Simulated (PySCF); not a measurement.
Work out the structure from these simulated measurements.

Formula: C5H3N2P.

| Quantity | Value |
| --- | --- |
| 13C NMR | chemical shifts (computed TMS as zero) by class: 163.7 (1 C), 156.6 (1 C), 156.3 (1 C), 141.8 (1 C), 124.1 (1 C) ppm [GIAO PBE0/pcSseg-1] |
| Triplet | lowest triplet excitation (Tamm–Dancoff): 3.29 eV [TDA wB97X-D/def2-SVPD] |
| Dipole | 4.38 D [wB97X-D/def2-SVPD] |
| Rotational structure | rotational constants A, B, C: 3.660, 1.501, 1.064 GHz [GFN2-xTB] |
| UV, strongest line | among the 8 lowest singlet transitions: S7 at 6.04 eV (205 nm, f = 0.380) [TDDFT wB97X-D/def2-SVPD] |
| UV, first state | lowest singlet excitation: 4.01 eV (310 nm, f = 0.007) [TDDFT wB97X-D/def2-SVPD] |
| 1H NMR | chemical shifts (computed TMS as zero) by class: 9.66 (1 H), 9.43 (1 H), 9.03 (1 H) ppm [GIAO PBE0/pcSseg-1] |

The electronic properties come from PySCF, for the isolated species, density fitting. Levels stand in brackets. Isolated species at its GFN2-xTB geometry, gas phase. Each NMR value is the plain mean over a class of atoms that symmetry, rotation or inversion makes alike.

Task: What is the compound? Reason from the data.

Result: Numbering: `[N:1]#[C:2][c:3]1[cH:4][n:5][cH:6][cH:7][p:8]1`. 5 carbons fall into 5 classes; from least to most shielded: aromatic CH next to a ring nitrogen [C4] (163.7 ppm), aromatic CH next to a ring nitrogen [C6] (156.6 ppm), aromatic CH carbon [C7] (156.3 ppm), substituted aromatic carbon [C3] (141.8 ppm), nitrile carbon [C2] (124.1 ppm). Hydrogen classes from least to most shielded: 1 H on an aromatic CH next to a ring nitrogen, C4 (9.66 ppm), 1 H on an aromatic CH next to a ring nitrogen, C6 (9.43 ppm), 1 H on an aromatic CH carbon, C7 (9.03 ppm). S1 is mainly HOMO→LUMO (weight 0.98); the largest Löwdin shares of the orbital it empties are 0.43 on the pyridine-type nitrogen, 0.13 on the phosphorus bonded to 2 C and 0.10 on each of 2 atoms of one kind (aromatic CH next to a ring nitrogen), of the orbital it fills 0.38 on the phosphorus bonded to 2 C, 0.15 on the substituted aromatic carbon, 0.13 on the pyridine-type nitrogen and 0.12 on the aromatic CH carbon. The optimised geometry has point group Cs and is an asymmetric top. Structure: `n1cc(C#N)pcc1`. Computed isomers that give other values at the same levels: `N#Cc1cpccn1` (rotational constant A: 4.128 GHz; this holds for the one conformer computed); `N#Cc1ccpcn1` (13C chemical shifts (computed TMS as zero) by class: 191.3 (1 C), 176.9 (1 C), 135.9 (1 C), 134.7 (1 C), 123.8 (1 C) ppm). The assignments are read from this structure; whether some other isomer fits the data as well wasn't checked.
